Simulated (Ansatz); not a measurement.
Cost and result for the atomization energy of C3H6GeS, SMILES `C1=[CH][GeH2][S]C1` (11 atoms, 11 bonds).

Z-matrix (Å, degrees):
```
Ge
C 1 1.930
S 1 2.219 2 93.7
H 1 1.541 2 114.8 3 116.7
H 1 1.541 2 114.7 3 -116.7
C 2 1.328 1 113.8 3 0.0
H 2 1.084 1 125.1 3 -180.0
C 3 1.826 1 94.5 2 -0.1
H 6 1.090 2 121.1 1 -180.0
H 8 1.094 3 108.0 1 -122.3
H 8 1.094 3 107.9 1 122.5
```

The species carries charge 0 and has multiplicity 1. Correlated methods include outer-core shells of Ge, which these sets cover unevenly. Scalar relativity is left out up to krypton. The geometry is a stationary point of PBE0-D4/def2-TZVP. Program: Ansatz. All runs use 4 threads of an Arm Neoverse V1 on a shared host. Times are those of one run each, without the atoms' runs, and a repeat can differ threefold. Electronic energies, without spin–orbit coupling; frozen cores. CCSD(T)/CBS adds CCSD(T) − MP2 in def2-TZVPP to the MP2 limit, and its time is that of the two runs behind it. T1 = 0.012. With those shells the extrapolation isn't a true limit. B3LYP takes the VWN-RPA correlation (the form of Gaussian; ORCA's B3LYP/G).

CCSD(T)/CBS is a level of theory with its own doubt, some kJ/mol a heavy atom from the limit and from the frozen cores, so smaller differences don't rank the functionals.

```csv
level,functions,wall time,atomization (kJ/mol),difference from CCSD(T)/CBS,per bond
PBE-D4/def2-TZVPP (with forces),267,3.4 s,4246.1,90.1,8.2
PBE0-D4/def2-TZVPP,267,4.7 s,4186.5,30.5,2.8
r2SCAN-D4/def2-TZVPP (with forces),267,7 s,4174.0,18.0,1.6
B3LYP-D4/def2-TZVPP (with forces),267,7.5 s,4135.1,-20.9,-1.9
B2PLYP/def2-TZVPP,267,9 s,4097.1,-58.9,-5.4
ωB97X-V/def2-TZVPP,267,12 s,4170.0,14.0,1.3
ωB97M-V/def2-TZVPP (with forces),267,17 s,4156.4,0.4,0.0
MP2/def2-QZVPP,510,39 s,4177.5,21.5,2.0
CCSD(T)/def2-TZVPP,267,5.3 min,4059.0,-97.0,-8.8
CCSD(T)/CBS(def2),–,5.9 min,4156.0,0.0,0.0
```

From PBE to PBE0 (25 % exact exchange), in def2-TZVPP and without D4, the atomization energy moves by −54.9 kJ/mol: exact exchange takes away binding that semilocal exchange gives to molecules. In def2-TZVPP, CCSD(T) changes the Hartree–Fock value by +1034.3 kJ/mol (the triples alone add +72.6 kJ/mol) and MP2 by +1096.8 kJ/mol; breaking electron pairs costs correlation energy, which Hartree–Fock lacks. The D4 term adds +48.9 kJ/mol with B3LYP and +25.3 kJ/mol with PBE0; it sums over pairs of atoms, weighted by their polarisabilities, and B3LYP, whose exchange is more repulsive, gets the larger term.
